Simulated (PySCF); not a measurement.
Gas-phase reaction: 2 TiCl3NH2 + Cl2 → 2 TiCl4 + 2 H2 + N2

Computed with PySCF and rigid-rotor harmonic-oscillator thermochemistry at 1 bar. † marks an energy on the PBE0/def2-TZVP geometry and frequencies. MP2 freezes the core. All species are closed-shell singlets. TiCl3NH2: computed as isolated molecules; such fragments, hydroxides, amides, oligomers or adducts are transient or little studied in the gas. MP2 isn't extrapolated to the basis-set limit; its ΔH°(298 K) is -290.3 kJ in def2-SVP and -250.3 kJ in def2-TZVPP. The harmonic model lacks anharmonicity and excited electronic states, which grow with temperature; levels with a mode under 35 cm⁻¹ are left out. Soft modes under 120 cm⁻¹ make the harmonic entropy rough for TiCl3NH2, TiCl4.

ΔH° and ΔS° at 298 K: HF/def2-TZVP† -245 kJ, 154 J/K; MP2/def2-TZVPP† -250 kJ, 154 J/K; r2SCAN/def2-TZVP† -206 kJ, 154 J/K.

**Question.** With the heat capacities included, give log10 K (1 bar) at 800, 1200, 1800, 2000, 2500 K from HF/def2-TZVP†, MP2/def2-TZVPP†, r2SCAN/def2-TZVP†.

**Answer.** 
| T (K) | HF/def2-TZVP† | MP2/def2-TZVPP† | r2SCAN/def2-TZVP† |
|---|---|---|---|
| 800 | 24.3 | 24.6 | 21.7 |
| 1200 | 18.9 | 19.2 | 17.2 |
| 1800 | 15.3 | 15.4 | 14.1 |
| 2000 | 14.5 | 14.7 | 13.5 |
| 2500 | 13.2 | 13.3 | 12.3 |
